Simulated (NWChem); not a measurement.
# CClF, singlet; SMILES F[C]Cl

Computed with NWChem. Low-valent species are run as closed-shell singlets; no triplet was tried in these runs. Geometry: optimised at PBE0/def2-SVP. Vertical excitations in the gas phase; the lowest state need not have the same character in each row.

```tsv
level	lowest excitation, singlet (eV)	oscillator strength of that lowest state	lowest state with f > 0.02, singlet (eV)	oscillator strength of that bright state	orbital gap (eV)
PBE/def2-SVPD, TDA	3.55	0.012	7.31	?	?
B3LYP/def2-SVPD, TDA	3.56	0.014	7.59	0.308	4.62
LDA (Slater exchange, VWN5)/def2-SVPD, TDA	3.45	0.012	7.27	0.270	2.33
BHandHLYP/def2-SVPD, TDA	3.58	0.016	8.05	0.318	7.81
```

Question: Fill in the missing entries.

Answer: 
- PBE/def2-SVPD, TDA, oscillator strength of that bright state: 0.278
- PBE/def2-SVPD, TDA, orbital gap (eV): 2.51
